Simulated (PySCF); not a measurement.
Lu⁺: ionisation energy

Lu⁺ [Xe] 4f14 6s2 (1S) → Lu²⁺ [Xe] 4f14 6s1 (2S), as a difference of total energies. Calculation: PySCF 2.14, in ANO-RCC-VTZP (8s7p5d3f2g1h, 104 functions); scalar relativity by spin-free X2C-1e. Correlated levels: valence and next inner shell: [Ar] 3d10 frozen. The calculations carry no spin-orbit coupling.

| method | ionisation energy (eV) |
| --- | --- |
| UHF | 12.621 |
| MP2 (valence and next inner shell) | 13.931 |
| SCS-MP2 (valence and next inner shell) | 13.882 |
| CCSD (valence and next inner shell) | 13.749 |
| CCSD(T) (valence and next inner shell) | 13.872 |

How much does correlation contribute at CCSD(T) (valence and next inner shell)?

13.872 − (12.621) = 1.251 eV, measured against UHF.

Errors of the correlated levels include the incompleteness of this basis and the frozen core.

For comparison: 14.13 ± 0.05 eV (semi-empirical (NIST evaluation); NIST Atomic Spectra Database, ionization energies).
